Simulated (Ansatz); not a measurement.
`C[SiH2][NH][GeH3]` + HCl → `Cl[SiH2][NH][GeH3]` + CH₄ at 700 K and 1 bar (ligand exchange at the Si–C bond).

Calculated with Ansatz (gas phase, PBE0-D4/def2-TZVP geometries, no zero-point term in ΔE). CBS: MP2 limit from def2 TZ/QZ plus the TZ coupled-cluster correction, frozen cores. This one scheme is used for every species. For Ge outer-core shells are correlated without core-valence functions, which leaves a few kJ/mol of doubt a bond. Scalar relativity is left out up to krypton. One conformer a species, not always the lowest.

```
             species  CCSD(T)/CBS energy (Eh)  H − E (kJ/mol)  S (J/(mol·K))
 `C[SiH2][NH][GeH3]`              -2463.39859           337.4          522.6
                 HCl               -460.38127            38.4          211.8
`Cl[SiH2][NH][GeH3]`              -2883.36260           234.3          487.7
                 CH₄                -40.46206           145.9          224.0
```

H − E and S are ideal-gas, rigid-rotor, harmonic terms from PBE0-D4/def2-TZVP, for one conformer and one mirror image of each species. 1 Eh = 2625.50 kJ/mol, R = 8.31446 J/(mol·K).

**Question.** By hand: ΔE, ΔH, ΔS and ΔG.

**Answer.** ΔE = (-2883.36260) + (-40.46206) − (-2463.39859) − (-460.38127) = -0.04480 Eh = -117.6 kJ/mol. Δ(H − E) = 234.3 + 145.9 − 337.4 − 38.4 = 4.4, so ΔH = -113.2 kJ/mol. ΔS = 487.7 + 224.0 − 522.6 − 211.8 = -22.7 J/(mol·K). ΔG = -113.2 − 700 × (-22.7)/1000 = -97.3 kJ/mol.

**Question.** By hand: the equilibrium constant, and the temperature at which ΔG would vanish if ΔH and ΔS stayed fixed.

**Answer.** log₁₀ K = −ΔG/(RT ln 10) = 7.3. ΔG = 0 at ΔH/ΔS = 4987 K, far beyond where these terms or the molecules hold.

ΔH outweighs TΔS. A doubt of 5 kJ/mol in ΔE shifts log₁₀ K by 0.4 here. Other conformers and mirror images would add mixing entropy, several J/(mol·K) or more a flexible species. Modes under 60 cm⁻¹, often nearly free rotors, make the harmonic entropy too high. These are equilibria of isolated gas molecules and say nothing of rates. Largest T1 diagnostic: 0.011 (customary marks: 0.02 for closed shells, 0.045 for open ones).
